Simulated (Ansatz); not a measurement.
Input and output for CH$_{7}$AlBN, SMILES `[BH2][Al]([CH3])[NH2]`.

```yaml
crystal:
  periodic: [false, false, false]
  atoms:
    - {symbol: B, position_ang: [-0.975478, 1.916578, -0.261218]}
    - {symbol: Al, position_ang: [-0.015436, 0.016578, -0.174349]}
    - {symbol: C, position_ang: [0.520196, -0.845197, 1.501640]}
    - {symbol: N, position_ang: [0.323342, -0.844677, -1.690735]}
    - {symbol: H, position_ang: [-0.374026, 2.954351, -0.328556]}
    - {symbol: H, position_ang: [-2.168289, 2.053085, -0.218166]}
    - {symbol: H, position_ang: [0.992709, -1.817197, 1.334058]}
    - {symbol: H, position_ang: [1.228971, -0.224598, 2.059751]}
    - {symbol: H, position_ang: [-0.339545, -1.004344, 2.160770]}
    - {symbol: H, position_ang: [0.771640, -1.745530, -1.746333]}
    - {symbol: H, position_ang: [0.101316, -0.516150, -2.616262]}
basis:
  gaussian: {orbitals: aug-pcseg-2}
total_charge: 1
magnetization: {spin_polarized: true, initial_magnetization: 1}
hamiltonian: {xc: {name: wPBEh}}
output: {forces: true}
```

```sh
$ ansatz run in.yaml --threads 2 --pin off --events-out ev --progress --plain --max-ram 4352MiB
```

Shortened log:

```
Functional definition: wPBEh
1353 factors; their error is unknown
208 factors; integrals over basis functions are off by at most 1.9e-6 eV
mean field evaluation 1: about -9875.4052 eV, gradient 7.7e1 eV
mean field evaluation 2: about -9770.7338 eV, gradient 1.2e2 eV
mean field evaluation 4: about -9896.0769 eV, gradient 2.6e1 eV
mean field evaluation 8: about -9899.2206 eV, gradient 1.3e1 eV
mean field evaluation 16: about -9900.2623 eV, gradient 1.1e0 eV
mean field evaluation 32: about -9900.2218 eV, gradient 8.1e-1 eV
mean field -9900.27689844 eV, -363.8284653690 hartree, gradient 1.2e-5 eV, S^2 0.763221; 3 other end points of the search recorded, 0 dependent functions left out
reference -9900.27695941 eV, -363.8284676094 hartree; 19, 18 occupied and 330, 331 virtual orbitals, 1353 factors
Total energy: -9900.27695941 eV, -363.8284676094 hartree
Atom 0 at    -0.975478     1.916578    -0.261218 Å, force    -1.307962     1.685004     0.145599 eV/Å
Atom 1 at    -0.015436     0.016578    -0.174349 Å, force     0.509165    -1.104671    -0.144274 eV/Å
Atom 2 at     0.520196    -0.845197     1.501640 Å, force     0.331277     0.103762     1.305274 eV/Å
Atom 3 at     0.323342    -0.844677    -1.690735 Å, force     0.031350     0.433108    -0.043543 eV/Å
Atom 4 at    -0.374026     2.954351    -0.328556 Å, force     0.632138    -0.523624    -0.040652 eV/Å
Atom 5 at    -2.168289     2.053085    -0.218166 Å, force     0.150356    -0.665434     0.009086 eV/Å
Atom 6 at     0.992709    -1.817197     1.334058 Å, force    -0.042162     0.083182    -0.574106 eV/Å
Atom 7 at     1.228971    -0.224598     2.059751 Å, force    -0.060111     0.070700    -0.159422 eV/Å
Atom 8 at    -0.339545    -1.004344     2.160770 Å, force    -0.173364     0.191260    -0.264173 eV/Å
Atom 9 at     0.771640    -1.745530    -1.746333 Å, force    -0.295344    -0.369535     0.014036 eV/Å
Atom 10 at     0.101316    -0.516150    -2.616262 Å, force     0.224657     0.096248    -0.247825 eV/Å
Dipole moment:    -0.075935     0.183488    -0.114801 e Å
```

Run time 120 s (2 threads of an Intel Xeon Platinum 8375C on a shared host); peak host memory 1.2 GiB.
